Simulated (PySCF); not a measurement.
**Solvent effects on NMR parameters**

Structure with atom numbers: `[CH3:1][S@:2](=[O:3])[c:4]1[cH:5][cH:6][c:7]([B:8]([OH:9])[OH:10])[cH:11][cH:12]1`. Each H is labelled by its parent atom.

GIAO PBE0/pcSseg-1 in PySCF 2.14.0 with density-fitted response routines on one PBE0-D3(BJ)/def2-SVP conformer, non-relativistic, equivalent nuclei averaged. Solvents enter as an IEF-PCM continuum (benzene with ε = 2.3, water with ε = 78.4) around the gas-phase geometry. Shifts are referred to TMS, CS2, BF3·OEt2 computed in the same medium.

In benzene, δ in ppm: C4 159.2, C6/C11 140.2, C7 137.1, C5/C12 128.2, C1 48.6, S2 290.1, B8 27.0, H(C6)/H(C11) 8.09, H(C5)/H(C12) 7.89, H(O9)/H(O10) 4.74, H(C1) 2.45. Dipole moment 3.36 D.

Problem. How does each δ change in the more polar medium?

Solution. 
```tsv
atoms	environment	Δδ, water
C4	aromatic carbon bearing sulfur	+0.1
C6/C11	aromatic CH	+1.1
C7	substituted aromatic carbon	+0.7
C5/C12	aromatic CH	+0.6
C1	methyl carbon bonded to S	+1.0
S2	sulfoxide sulfur	+1.0
B8	boron bonded to C, 2 O	+0.4
H(C6)/H(C11)	hydrogen on an aromatic CH	+0.15
H(C5)/H(C12)	hydrogen on an aromatic CH	+0.08
H(O9)/H(O10)	hydrogen on an oxygen bonded to B	+0.45
H(C1)	hydrogen on a methyl carbon bonded to S	+0.18
```

Changes are relative to benzene. The dipole moment becomes 3.87 D in water.

Problem. Which nuclei move most (in ppm), and what does the model miss?

Solution. C6/C11 (aromatic CH, +1.1 ppm) and C1 (methyl carbon bonded to S, +1.0 ppm) and S2 (sulfoxide sulfur, +1.0 ppm) in water. A continuum only polarises the solute; specific hydrogen bonds, the anisotropy of aromatic solvents and changes of geometry or conformer are outside it.
